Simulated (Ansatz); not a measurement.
`[Au][S]CCCCc1ccc(-c2ccc(-c3cccs3)s2)s1` with charge +1. Charge 1, multiplicity 2. Geometry r2SCAN-D4/def2-SVP, that of the neutral singlet; atoms count from 1.

```xyz
36

Au   -3.572    5.119    5.905
S    -4.779    3.893    4.444
C    -3.498    3.030    3.466
C    -2.586    3.936    2.646
C    -1.627    3.178    1.727
C    -0.551    2.374    2.476
C     0.414    1.674    1.573
C     1.746    1.953    1.341
C     2.354    1.092    0.394
C     1.483    0.142   -0.122
C     1.756   -0.883   -1.099
C     2.884   -1.033   -1.897
C     2.828   -2.160   -2.744
C     1.656   -2.895   -2.615
C     1.244   -4.088   -3.311
C     0.064   -4.810   -3.192
C     0.009   -5.940   -4.048
C     1.142   -6.082   -4.815
S     2.286   -4.832   -4.498
S     0.622   -2.172   -1.411
S    -0.101    0.337    0.587
H    -4.105    2.391    2.795
H    -2.932    2.349    4.123
H    -3.215    4.617    2.048
H    -2.013    4.582    3.340
H    -2.197    2.498    1.067
H    -1.123    3.895    1.057
H    -1.030    1.639    3.148
H     0.027    3.053    3.126
H     2.273    2.759    1.858
H     3.405    1.148    0.104
H     3.718   -0.330   -1.874
H     3.619   -2.434   -3.445
H    -0.735   -4.522   -2.504
H    -0.838   -6.628   -4.097
H     1.372   -6.852   -5.552
```

In the def2 sets Au takes a core potential; there is no spin–orbit coupling. Single mean-field runs in def2-TZVP are fitted with def2-universal-jkfit.

Estimate the Mulliken populations of the heavy atoms from the PBE0/def2-TZVP orbitals of Ansatz.


| atom | charge (e) | spin (α − β) | d electrons |
| --- | --- | --- | --- |
| Au1 | 0.26 | 0.00 | 9.71 |
| S2 | -0.26 | 0.07 | – |
| C3 | -0.25 | 0.00 | – |
| C4 | -0.17 | 0.00 | – |
| C5 | -0.24 | 0.01 | – |
| C6 | -0.30 | -0.01 | – |
| C7 | 0.13 | 0.19 | – |
| C8 | -0.15 | -0.02 | – |
| C9 | -0.19 | 0.12 | – |
| C10 | 0.09 | 0.05 | – |
| C11 | 0.16 | 0.14 | – |
| C12 | -0.19 | 0.08 | – |
| C13 | -0.12 | 0.02 | – |
| C14 | 0.16 | 0.18 | – |
| C15 | -0.01 | 0.02 | – |
| C16 | -0.17 | 0.11 | – |
| C17 | -0.13 | -0.03 | – |
| C18 | -0.13 | 0.17 | – |
| S19 | 0.10 | -0.01 | – |
| S20 | 0.05 | -0.04 | – |
| S21 | 0.06 | -0.03 | – |
Mulliken values and Mayer orders depend strongly on the basis.

Where does the spin sit?

Summed by element: Au 0.00, S -0.01, C 1.02, H -0.02, of 1 unpaired in all. Largest on single atoms: C7 0.19, C14 0.18, C18 0.17.

And the Mayer bond orders between bonded heavy atoms (over 0.3)?

Au1–S2 1.15 (2.26 Å); S2–C3 1.05 (1.83 Å); C3–C4 0.97 (1.52 Å); C4–C5 0.98 (1.53 Å); C5–C6 0.98 (1.54 Å); C6–C7 0.95 (1.50 Å); C7–C8 1.49 (1.38 Å); C7–S21 1.25 (1.74 Å); C8–C9 1.38 (1.42 Å); C9–C10 1.41 (1.39 Å); C10–C11 1.03 (1.44 Å); C10–S21 1.24 (1.75 Å); C11–C12 1.36 (1.39 Å); C11–S20 1.25 (1.74 Å); C12–C13 1.43 (1.41 Å); C13–C14 1.31 (1.39 Å); C14–C15 1.09 (1.44 Å); C14–S20 1.25 (1.74 Å); C15–C16 1.37 (1.39 Å); C15–S19 1.27 (1.75 Å); C16–C17 1.39 (1.42 Å); C17–C18 1.57 (1.38 Å); C18–S19 1.28 (1.72 Å).
